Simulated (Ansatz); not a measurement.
Input for Ansatz (an electronic-structure program): R-PBE/def2-TZVPPD on CH4OSi (a complex), monomers drawn apart or pushed together. Files ending in .json are basis or fitting sets from the Basis Set Exchange.

Ansatz 0.2 input:
```yaml
crystal:
  periodic: [false, false, false]
  atoms:
    - {symbol: Si, position_ang: [-0.10544162, -0.08185847, -0.04922834]}
    - {symbol: H, position_ang: [-0.04043866, -0.04940526, -1.52810870]}
    - {symbol: H, position_ang: [-1.26519590, -0.89563889, 0.37703459]}
    - {symbol: H, position_ang: [-0.25126792, 1.29784906, 0.46637914]}
    - {symbol: H, position_ang: [1.14056267, -0.67662684, 0.48414118]}
    - {symbol: C, position_ang: [0.83039680, 0.59529545, 5.46609539]}
    - {symbol: O, position_ang: [0.05236530, 0.06631690, 4.84917172]}
basis:
  gaussian:
    orbitals: def2-TZVPPD.json
hamiltonian:
  xc: {name: PBE}
scf: {lower_state_search: off}
```

It printed:

```
Functional definition: PBE
[...]
these checks for a lower state are left out or cut short: stability, starts, cluster_reference, orbital_swaps, neighbouring_geometries, increment
integrals: 0.07 GiB planned
899 factors; their error is unknown
mean field: 0.60 GiB planned
mean field evaluation 1: about -11016.3382 eV, gradient 4.0e1 eV
mean field evaluation 2: about -11008.2830 eV, gradient 8.0e1 eV
mean field evaluation 4: about -11019.4291 eV, gradient 2.2e0 eV
mean field evaluation 8: about -11019.4402 eV, gradient 4.2e-2 eV
mean field evaluation 16: about -11019.4232 eV, gradient 9.1e-6 eV
mean field -11019.42318226 eV, -404.9563327146 hartree, gradient 1.6e-6 eV, S^2 0.000000; 0 other end points of the search recorded, 0 dependent functions left out
reference -11019.42323761 eV, -404.9563347487 hartree; 16, 16 occupied and 177, 177 virtual orbitals, 899 factors
Total energy: -11019.42323761 eV, -404.9563347487 hartree
Checks for a lower state left out: stability, starts, cluster_reference, orbital_swaps, neighbouring_geometries, increment
```

The run converged.

Cost: roughly 2.8 core-seconds.
